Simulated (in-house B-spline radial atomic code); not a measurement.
Values are calculated unless marked as measured or tabulated.
Cu in an electron gas of r_s = 4: phase shifts, screening and friction

A nucleus sits in a uniform electron gas with a rigid positive background. The Kohn-Sham equations are solved self-consistently in the spin-unpolarised LDA (PW92), non-relativistic, on B-splines with outgoing waves at the boundary and partial waves to l = 8. The model has no lattice, no bands and no magnetic solution. Atomic units; δ_l are the phase shifts at the Fermi level, counted so that each bound state adds π, and good to about 0.0005.

The density parameter is r_s = 4 bohr.

```json
{"l": "0", "δ_l (rad)": "10.4123"}
{"l": "1", "δ_l (rad)": "6.5699"}
{"l": "2", "δ_l (rad)": "3.0906"}
{"l": "3", "δ_l (rad)": "-0.0040"}
{"l": "4", "δ_l (rad)": "0.0004"}
{"l": "5", "δ_l (rad)": "0.0000"}
{"l": "6", "δ_l (rad)": "0.0000"}
{"l": "7", "δ_l (rad)": "-0.0001"}
{"l": "8", "δ_l (rad)": "-0.0001"}
```

Bound levels below the band bottom (hartree): s -37.93, p -33.27, s -3.844, p -2.395, s -0.005647 and deeper ones.

Task: Check the Friedel sum rule, and say where the screening charge sits.

Result: k_F = (9π/4)^(1/3)/r_s = 0.47979. The rule is Z = (2/π) Σ (2l + 1) δ_l. The terms are s 6.629, p 12.548, d 9.838, f -0.018 and 0.000 beyond, in all 28.996 against Z = 29. Bound states hold 8 s, 12 p, 0 d electrons, so the scattering states carry 9.00 in all; where a term is smaller than its bound count, the bound level has drawn weight out of the band.

Task: Find the transport cross section and the electronic stopping of a 1 keV Cu ion (mass 63.55 u).

Result: σ_tr = (4π/k_F²) Σ (l + 1) sin²(δ_l − δ_(l+1)). The terms for l = 0 to 3 are 0.4158, 0.2196, 0.0066, 0.0001, all together 0.6421, so σ_tr = 54.589 × 0.6421 = 35.050 bohr². With n = 3/(4π r_s³) = 0.00373, the friction coefficient is Q = n k_F σ_tr = 0.0627. For v well below v_F = 0.480, dE/dx = Q v; with 24801 eV per u at v = 1, v = √(1000/(24801 × 63.55)) = 0.0252, so dE/dx = 0.00158 hartree/bohr = 0.813 eV/nm. The largest term couples the s and p waves.
